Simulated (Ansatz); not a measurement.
Reaction (hydrogenolysis of the Al–Ge bond): `C#[C][AlH][GeH3]` + H₂ → `C#[C][AlH2]` + GeH₄

Computed with Ansatz on PBE0-D4/def2-TZVP structures; ΔE is electronic, products minus reactants. CCSD(T)/CBS is the MP2 limit (def2-TZVPP, def2-QZVPP) plus CCSD(T) − MP2 in def2-TZVPP, frozen cores. This one scheme is used for every species. DFT in def2-TZVPP. For Ge outer-core shells are correlated without core-valence functions, which leaves a few kJ/mol of doubt a bond. Scalar relativity is left out up to krypton.

`C#[C][AlH][GeH3]`:

Cartesian coordinates in Å:
```
C -0.830 -2.826 0.123
C -0.141 -1.854 -0.099
Al 0.905 -0.296 -0.430
Ge -0.034 1.899 0.204
H -1.433 -3.684 0.317
H 2.319 -0.473 -1.117
H -0.885 1.830 1.485
H 1.054 2.968 0.428
H -0.954 2.436 -0.912
```

H₂:

Cartesian coordinates in Å:
```
H -0.302 -0.191 -0.106
H 0.302 0.191 0.106
```

`C#[C][AlH2]`:

```xyz
6

C    -0.898    1.408    0.762
C    -0.305    0.479    0.260
Al    0.627   -0.982   -0.531
H    -1.420    2.227    1.204
H     1.381   -0.752   -1.900
H     0.616   -2.380    0.205
```

GeH₄:

Z-matrix (Å, degrees):
```
Ge
H 1 1.534
H 1 1.534 2 109.5
H 1 1.534 2 109.5 3 -120.0
H 1 1.534 2 109.5 3 120.0
```

Task: Is it downhill or uphill in electronic energy at CCSD(T)/CBS, and by how much? (Best estimate.)

Result: Ansatz gave: Uphill: ΔE = +0.12 eV.

Task: What do these levels give: PBE-D4, BLYP-D4, ωB97X-V, PBE0, LC-ωPBE, HF/def2-QZVPP? (Estimate.)

Result: Computed: PBE-D4 0.21, BLYP-D4 0.13, ωB97X-V 0.04, PBE0 0.12, LC-ωPBE 0.03, HF/def2-QZVPP -0.20 eV.

Largest T1 diagnostic among the species: 0.013.

From r2SCAN to r2SCAN0 (25 % exact exchange), in def2-TZVPP and without D4, ΔE moves by −0.04 eV. Leaving LDA and LC-ωPBE aside and taking each functional with its dispersion term where it has one, the values, not all of them listed here, spread over 0.30 eV, from B97M-V to PBE-D4.
